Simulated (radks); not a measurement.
The numbers below are computed, except where a source is named.
Question: The mean radii <r> (bohr) of the occupied orbitals of an atom or ion are listed with their occupations. Level of theory: Dirac Kohn-Sham, PBE, spin-unpolarised, spherical densities, point nucleus (a radial shooting solver on a logarithmic mesh with Libxc functionals).

| orbital | occ. | <r> |
|---|---|---|
| 1s1/2 | 2 | 0.01803 |
| 2s1/2 | 2 | 0.07557 |
| 2p1/2 | 2 | 0.06246 |
| 2p3/2 | 4 | 0.07054 |
| 3s1/2 | 2 | 0.1969 |
| 3p1/2 | 2 | 0.1870 |
| 3p3/2 | 4 | 0.2019 |
| 3d3/2 | 4 | 0.1765 |
| 3d5/2 | 6 | 0.1811 |
| 4s1/2 | 2 | 0.4404 |
| 4p1/2 | 2 | 0.4450 |
| 4p3/2 | 4 | 0.4784 |
| 4d3/2 | 4 | 0.4934 |
| 4d5/2 | 6 | 0.5048 |
| 5s1/2 | 2 | 1.034 |
| 5p1/2 | 2 | 1.130 |
| 4f5/2 | 6 | 0.5753 |
| 5p3/2 | 4 | 1.226 |
| 4f7/2 | 8 | 0.5840 |
| 5d3/2 | 1.6 | 1.653 |
| 5d5/2 | 2.4 | 1.699 |

Name the element and its charge. Open shells, if any, are shared by 2j + 1.

Answer: Z = 75, rhenium, charge +3: Re3+ in [Xe] 4f14 5d4. The 1s radius gives Z: for a bare nucleus <r> = (2 gamma + 1)/(2Z) with gamma = sqrt(1 - (Z/c)^2), 0.01783 bohr for Z = 75, and screening makes it slightly larger (0.01803 here). The occupations add up to 72, and the charge is Z minus that.
